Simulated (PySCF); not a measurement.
Bonds broken one at a time in the series Al I-H. All species are isolated molecules in the gas phase. Strings in code marks are SMILES.

Calculation: PySCF with ωB97X-D3(BJ)/def2-TZVP // PBE0-D3(BJ)/def2-TZVP. 

| species | dipole moment (D) | LUMO (eV) | HOMO (eV) |
|---|---|---|---|
| whole molecule (`[I][Al]([I])[I]`) | 0.00 | -0.03 | -9.99 |
| radical fragment (`[Al]([I])[I]`) | 1.14 | – | – |
| whole molecule (`[I][AlH][I]`) | … | … | -10.06 |
| radical fragment (`[AlH][I]`) | 1.44 | – | – |
| whole molecule (`[AlH2][I]`) | … | -0.03 | -9.97 |
| whole molecule (`[AlH3]`) | 0.00 | 0.10 | -11.14 |

**Question.** Fill in the missing entries.

**Answer.** 
- whole molecule (`[I][AlH][I]`), dipole moment (D): 0.64
- whole molecule (`[I][AlH][I]`), LUMO (eV): -0.06
- whole molecule (`[AlH2][I]`), dipole moment (D): 1.09
